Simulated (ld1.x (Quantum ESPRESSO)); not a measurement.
# Ranking TM potentials for Tb (Z = 65)

All share these settings but for the change named:

terbium (Tb), norm-conserving Troullier–Martins (Kleinman–Bylander form), made with ld1.x (Quantum ESPRESSO) 7.5 (LDA (PZ), scalar-relativistic). Core [Xe] 4f8, reference 5d1 6s1 6p1. Waves: 6p (bound): rc 3.35 bohr; 5d (bound): rc 2.25 bohr; 6s (bound): rc 2.40 bohr. Local part: the s channel. Core correction: a·sin(br)/r model core inside 2.05 bohr.

Test errors are all-electron minus pseudo excitation energies from the reference, over 5d1 6s2 6p0; 5d1 6s1 6p0; 5d1 6s0 6p0; 5d2 6s1 6p0; 5d2 6s0 6p0; 5d1.5 6s1.5 6p0; 5d1 6s0 6p1. None of these files shows a bound ghost.

The base gives 66.2 meV.

Of 10 variants that were run, those that failed, showed a ghost or another fault, or gave nearly equal values are left out.

A variant can come out equal or close to the base, since the largest error may sit in a test that the change hardly touches while other tests move.

(1) Rank these variants by their largest absolute test error, smallest first.
A. wave 5d (bound): rc 2.25 bohr becomes 5d (bound): rc 2.58 bohr
B. all radii but the core radius scaled by about 1.15 (s 2.76, p 3.86, d 2.58 bohr)
C. core correction a·sin(br)/r model core inside 0.96 bohr

Answers

(1) A (65.8 meV), C (74.9 meV), B (90.7 meV).
